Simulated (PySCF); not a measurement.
Potential energy of SbS⁺ along the bond

Set-up: basis Sb x2c-SVPall, S x2c-SVPall; spin-free X2C with a Gaussian nucleus; PySCF 2.14. Energies in eV from Sb⁺ + S in their ground configurations at the same level. State: ¹Σ⁺ (singlet), closed shell.

Curves on a restricted Hartree–Fock reference rise too fast on stretching and do not dissociate correctly.

```
R (Å)  RHF-MP2  RHF-SCS-MP2
1.856   -2.145       -1.961
1.942   -3.396       -3.210
2.029   -4.122       -3.930
2.093   -4.416       -4.218
2.158   -4.553       -4.348
2.223   -4.573       -4.360
2.309   -4.470       -4.243
2.417   -4.204       -3.959
2.546   -3.758       -3.491
2.719   -2.887       -2.607
```

Problem. Put a parabola through the three lowest points of the RHF-MP2 curve and estimate Re, k and ωe (reduced mass 25.29 u; 1 eV/Å² = 0.16022 mdyn/Å; ωe = 1302.8·√(k/μ) cm⁻¹).

Solution. Through R = 2.158, 2.223, 2.309 Å the second-order coefficient is 9.97 eV/Å², so Re ≈ 2.206 Å, k ≈ 3.19 mdyn/Å and ωe ≈ 463 cm⁻¹. A polynomial fit of higher order to the unrounded RHF-MP2 energies gives Re = 2.203 Å, k = 3.58 mdyn/Å, ωe = 490 cm⁻¹; anharmonicity and rounding make the difference.

The higher-order fit for each curve: RHF-MP2: Re = 2.203 Å, ωe = 490 cm⁻¹, De = 4.58 eV; RHF-SCS-MP2: Re = 2.197 Å, ωe = 501 cm⁻¹, De = 4.37 eV.

Correlated steps freeze 23 core orbitals. Correlated levels converge slowly with the basis: in double zeta they bind strong bonds too weakly, by up to about 1 eV, and carry superposition errors of some tenths. These are scalar-relativistic numbers at best; spin–orbit coupling would shift them, the dissociation energy most. For an ion De counts to the pair picked by the measured ionisation energies or electron affinities, which need not be the lowest pair at this level. Where the molecule has an RHF reference, its open-shell atoms are computed with UHF.
